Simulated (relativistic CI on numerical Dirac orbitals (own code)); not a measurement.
## Hyperfine structure of Rh X, mass number 103

Method of calculation: Dirac-Coulomb-Breit CI, separate exchange-only KLI orbitals for each configuration, model QED (radiative potential, 1s self-energy scaled to tabulated hydrogen-like ionisation energies), unscaled Slater integrals (own radial code, finite nucleus).

Configurations in the expansion (outside the closed core [Ar] 3d10): 4s²4p⁶, 4s²4p⁵4d, 4s4p⁶4d, 4s²4p⁵4f, 4s4p⁶4f, 4s²4p⁵5s, 4s²4p⁵5p, 4s²4p⁵5d, 4p⁶4d², 4p⁵4d³, 4p⁵4d²4f, 4p⁵4d²5s, 4p⁵4d²5p, 4p⁶4f², 4p⁵4d4f², 4p⁵4f³, 4p⁵4f²5s, 4p⁵4f²5p. Double excitations out of closed p, d and f shells are left out; levels of such configurations are missing from the list, as are those of other unlisted configurations, and high levels can miss mixing partners. These lack a partner that the ground configuration has and come out too high: 4s²4p⁵5d.

Nuclear spin I = 1/2, μ = -0.08829 μN (tables of Stone and Pyykkö). The electronic factors are computed for point nuclear moments, without core polarisation or the Bohr-Weisskopf and QED corrections.

| Level | E (eV) | A (MHz) |
| --- | --- | --- |
| 4s²4p⁵4d ³P°1 | 48.5936 | -132.5 |
| 4s²4p⁵4d ³P°2 | 49.9209 | -40.33 |
| 4s²4p⁵4d ³F°4 | 50.1179 | -426.8 |
| 4s²4p⁵4d ³F°3 | 50.5146 | -645.3 |
| 4s²4p⁵4d ³F°2 | 51.5651 | -781.3 |
| 4s²4p⁵4d ³D°3 | 53.6046 | -362.9 |
| 4s²4p⁵4d ³D°1 | 55.2909 | 185.9 |
| 4s²4p⁵4d ³D°2 | 56.7529 | 441 |

Levels with J = 0, under 50 % of one LS term, or S terms without an open s electron are left out. Small factors come from cancelling terms and can be off by tens of per cent or more.

At this charge energies of transitions that change n are usually good to better than 1 %, and those within a shell (Δn = 0) to a few per cent.

Give the hyperfine levels of 4s²4p⁵4d ³F°4 relative to its centre of gravity.

With K = F(F + 1) − I(I + 1) − J(J + 1), E = AK/2: F = 7/2: 1067, F = 9/2: -853.6 MHz.

LS names give the leading component of a level, which can be under half, so a name can repeat, a term be missing and a line seem to break the LS rules.
